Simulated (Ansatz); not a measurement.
Molecule: trihydroxy(prop-2-enyl)silane, C₃H₈O₃Si (charge 0, singlet). 
Geometry from a B3LYP-D3(BJ)/def2-TZVP (Ansatz, a program for electronic structure) optimisation:
```xyz
15

C      2.5558    -1.0669    -0.8924
C      1.7230    -1.0606     0.1450
C      1.0880     0.1573     0.7374
Si    -0.6742     0.3275     0.1385
O     -1.4710    -0.9516     0.7831
O     -0.7030     0.3722    -1.5075
O     -1.4214     1.7058     0.6239
H      2.8871    -0.1462    -1.3605
H      2.9501    -1.9907    -1.2948
H      1.4233    -2.0085     0.5825
H      1.0802     0.1065     1.8292
H      1.6330     1.0597     0.4479
H     -2.4255    -0.9881     0.6794
H     -0.1114    -0.2402    -1.9560
H     -1.4360     2.4333    -0.0031
```

Parts of the frozen-core correlation energy in cc-pwCVTZ (Ansatz, hartree). Frozen orbitals: 11; correlated occupied orbitals by spin: 21 and 21; virtual: 397 and 397. Spin-orbit coupling is left out. No relativistic terms.

```
term                            value
-------------------------  ----------
reference (HF)             -632.10263
MP2 opposite-spin                   ?
MP2 same-spin                       ?
CCSD correlation             -1.39311
(T)                                 ?
T1 diagnostic                   0.011
largest doubles amplitude       0.074
```

**Question.** What belongs in the gaps?

**Answer.** 
- MP2 opposite-spin, value: -1.02597
- MP2 same-spin, value: -0.33469
- (T), value: -0.05591
